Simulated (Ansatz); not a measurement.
C2H6BNOS. Total charge 0; spin multiplicity 1. The bonds changed during the relaxation, so this is another structure than the one it started from. The structure was optimised at the PBE0-D4/def2-TZVP level. It is one conformer, not always the lowest.

```xyz
12

B    -1.053   -1.233   -0.569
C    -0.144   -0.144   -0.163
N     0.357    0.822   -1.168
C     0.374    0.171    1.105
O    -0.004   -0.629    2.101
S     1.413    1.465    1.407
H    -1.467   -2.020    0.225
H    -1.378   -1.322   -1.726
H    -0.398    1.342   -1.609
H     0.903    0.368   -1.896
H     0.423   -0.298    2.902
H     0.973    1.478   -0.607
```

(1) What is the dipole moment at ωB97M-V/def2-TZVPP? (Best estimate.)

(2) And with PBE, r2SCAN, B3LYP? (An estimate is asked.)

(3) Give the Mulliken charges with ωB97M-V, r2SCAN, PBE in def2-TZVPP. (An estimate is asked.)

Results:

(1) Computed: 3.99 D, with components (0.45, 1.66, -3.60) D in this frame, pointing from negative to positive charge.

(2) Ansatz gave: PBE 3.84 D, r2SCAN 3.90 D, B3LYP 3.98 D.

(3) Computed: 
```json
{"atom": "B1", "ωB97M-V": "-0.30", "r2SCAN": "-0.16", "PBE": "-0.24"}
{"atom": "C2", "ωB97M-V": "-0.12", "r2SCAN": "-0.18", "PBE": "-0.09"}
{"atom": "N3", "ωB97M-V": "0.02", "r2SCAN": "0.03", "PBE": "0.00"}
{"atom": "C4", "ωB97M-V": "0.20", "r2SCAN": "0.27", "PBE": "0.20"}
{"atom": "O5", "ωB97M-V": "-0.23", "r2SCAN": "-0.26", "PBE": "-0.19"}
{"atom": "S6", "ωB97M-V": "-0.39", "r2SCAN": "-0.43", "PBE": "-0.42"}
{"atom": "H7", "ωB97M-V": "0.08", "r2SCAN": "0.01", "PBE": "0.02"}
{"atom": "H8", "ωB97M-V": "0.03", "r2SCAN": "-0.04", "PBE": "-0.02"}
{"atom": "H9", "ωB97M-V": "0.18", "r2SCAN": "0.19", "PBE": "0.21"}
{"atom": "H10", "ωB97M-V": "0.18", "r2SCAN": "0.19", "PBE": "0.21"}
{"atom": "H11", "ωB97M-V": "0.19", "r2SCAN": "0.22", "PBE": "0.19"}
{"atom": "H12", "ωB97M-V": "0.14", "r2SCAN": "0.15", "PBE": "0.13"}
```

B3LYP here is the variant with VWN-RPA as its local correlation; programs differ in this.
